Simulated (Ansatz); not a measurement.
Consider the isomerisation: `C=C1O[SiH2]1` → `[SiH3]C1=CO1`.

Gas-phase electronic energies from Ansatz, PBE0-D4/def2-TZVP geometries. CBS: MP2 limit from def2 TZ/QZ plus the TZ coupled-cluster correction, frozen cores. DFT in def2-TZVPP.

| species | PBE-QIDH energy (Eh) |
| --- | --- |
| `C=C1O[SiH2]1` | -442.94204 |
| `[SiH3]C1=CO1` | -442.84370 |

Problem. Work out ΔE.

Solution. ΔE = (-442.84370) − (-442.94204) = 0.09834 Eh = +61.7 kcal/mol. CCSD(T)/CBS gives +58.7 kcal/mol.

Largest T1 diagnostic among the species: 0.024, so the coupled-cluster value is less sure than usual.

From PBE to PBE0 (25 % exact exchange), in def2-TZVPP and without D4, ΔE moves by +4.4 kcal/mol. At CCSD(T), def2-SVP lies −3.6 kcal/mol from the extrapolated value and def2-TZVPP −0.4 kcal/mol. In def2-TZVPP, CCSD(T) changes the Hartree–Fock value by −5.0 kcal/mol (the triples alone add −2.7 kcal/mol) and MP2 by −2.6 kcal/mol.
